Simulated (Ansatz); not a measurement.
B₄F⁻. Charge -1, multiplicity 3. Geometry PBE-D4/def2-SVPD; atoms count from 1.

Cartesian coordinates in Å:
```
B -0.5286 -0.6101 -0.0102
B 0.2322 0.5004 0.8928
B 1.2443 1.4359 0.0241
B 0.4770 0.3181 -0.8791
F -1.4248 -1.6443 -0.0276
```

At PBE0-D4/def2-TZVPD a broken-symmetry singlet of charge -1 lies 0.63 eV below the triplet, each at its own geometry. The structure comes from a short search, and lower isomers may exist.

Estimate the Mulliken populations from the PBE0/def2-TZVPD orbitals of Ansatz.


| atom | charge (e) | spin (α − β) |
| --- | --- | --- |
| B1 | 0.21 | -0.12 |
| B2 | -0.23 | 0.65 |
| B3 | -0.30 | 0.84 |
| B4 | -0.23 | 0.65 |
| F5 | -0.46 | -0.01 |
Mulliken values and Mayer orders depend strongly on the basis. With diffuse functions, as here, like atoms can get unlike values, and bond orders can come out too low or too high.

Where does the spin sit?

Summed by element: B 2.01, F -0.01, of 2 unpaired in all. Largest on single atoms: B3 0.84, B2 0.65, B4 0.65.

And the Mayer bond orders between bonded heavy atoms (over 0.3)?

B1–B2 0.97 (1.62 Å); B1–B4 0.97 (1.62 Å); B1–F5 0.97 (1.37 Å); B2–B3 1.15 (1.63 Å); B2–B4 0.83 (1.80 Å); B3–B4 1.15 (1.63 Å). Values over 0.3 also appear between atoms too far apart for a bond (B1–B3 0.43 at 2.71 Å); they arise where an orbital or an unpaired electron spreads over both atoms.
